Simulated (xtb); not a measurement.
CH₈FNSi₂, SMILES C[Si@@](N)(F)[SiH3]. All values are semi-empirical tight-binding results from xtb (GFN2-xTB unless named), good for trends rather than for accurate numbers. Geometry optimised at GFN2-xTB. The structure was generated by enumeration; whether it is a known compound was not checked. One conformer was computed; it need not be the lowest.

Optimised geometry:

```xyz
13

C      1.5004    -1.0116     1.0505
Si     0.3256     0.1538     0.1006
N      0.1053     1.7132     0.8006
F      1.1761     0.5454    -1.2291
Si    -1.7107    -0.7485    -0.4727
H      2.4765    -0.5550     1.1985
H      1.6568    -1.9411     0.5099
H      1.1060    -1.2685     2.0298
H     -0.4218     1.8244     1.6487
H      0.8610     2.3786     0.7669
H     -2.5548     0.1424    -1.2724
H     -2.4898    -1.0966     0.7235
H     -1.5672    -1.9908    -1.2406
```

A frequency run showed that this geometry is not a minimum.

Computed properties:
```json
{
 "orbital_gap": "4.50 eV",
 "dipole_moment": "2.52 D",
 "static polarisability (D4 model)": "82.8 bohr³",
 "solvation energy, GFN2-xTB/ALPB(water)": "-3.3 kcal/mol",
 "solvation energy, GFN2-xTB/ALPB(hexane)": "-3.4 kcal/mol"
}
```

Problem. Give the atomic charges and the Wiberg bond orders between heavy atoms. (An estimate is asked for; the answer gives what the named calculation found.)

Solution. charges (e) C1 -0.21, Si2 0.50, N3 -0.42, F4 -0.30, Si5 0.38, H6 0.04, H7 0.03, H8 0.02, H9 0.15, H10 0.16, H11 -0.10, H12 -0.12, H13 -0.11. Bond orders C1–Si2 0.88, Si2–N3 1.14, Si2–F4 1.06, Si2–Si5 0.79.
